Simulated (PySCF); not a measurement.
ZrOCl2, optimised at GFN2-xTB:

```xyz
4

O      0.0371     0.6614    -1.6339
Zr    -0.0471     0.0233    -0.0255
Cl     0.1961    -2.2201    -0.2939
Cl     1.9523     0.5711     0.9054
```

Computed with PySCF (xtb for GFN2) and rigid-rotor harmonic-oscillator thermochemistry at 1 bar. All species are closed-shell singlets. Zr: scalar-relativistic def2 core potential, no spin-orbit coupling. ZrOCl2: computed as isolated molecules; such fragments, hydroxides, amides, oligomers or adducts are transient or little studied in the gas.

List the harmonic frequencies (cm⁻¹, unscaled) at this level and at the other levels, each on its own geometry.


- GFN2-xTB: 98, 138, 157, 369, 394, 870
- PBE/def2-SVP: 64, 113, 186, 363, 411, 948
- PBE0/def2-TZVP: 58, 112, 196, 368, 420, 993
